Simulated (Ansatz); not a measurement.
Stepwise reaction of `N[Si](N)(Cl)Cl` with water, as a gas-phase model of exchange steps in deposition or etching. ΔE in kJ/mol; ΔG adds harmonic PBE0-D4 terms to CCSD(T)/CBS, at 1 bar.

Program: Ansatz. Geometries: PBE0-D4/def2-TZVP. ΔE: electronic, gas phase. CBS: MP2 limit from def2 TZ/QZ plus the TZ coupled-cluster correction, frozen cores. This one scheme is used for every species. DFT in def2-TZVPP. B3LYP here is the variant with VWN-RPA as its local correlation; programs differ in this. Each species was taken in one conformer, which may not be the lowest.

| step | reaction | PBE-D4 | B3LYP-D4 | ωB97M-V | CCSD(T)/CBS | ΔG(400 K) |
| --- | --- | --- | --- | --- | --- | --- |
| 1 | `N[Si](N)(Cl)Cl` + H₂O → `N[Si](N)(O)Cl` + HCl | -2.0 | -9.8 | -9.1 | -7.0 | -13.4 |
| 2 | `N[Si](N)(O)Cl` + H₂O → `N[Si](N)(O)O` + HCl | 8.6 | 0.4 | 1.3 | 2.4 | -6.3 |

(1) By hand: ΔE of the 2 steps together at CCSD(T)/CBS.

## Answers

(1) (-7.0) + (2.4) = -4.6 kJ/mol, or -2.3 kJ/mol a step.

In ΔE each step is higher than the one before. ΔG lies between -13.4 and -6.3 kJ/mol a step. PBE-D4 differs from CCSD(T)/CBS by 5.0 to 6.2 kJ/mol a step. Only this route is followed, and other bonds may react first. Isolated molecules leave out the surface, adducts and barriers. Largest T1 diagnostic: 0.010.
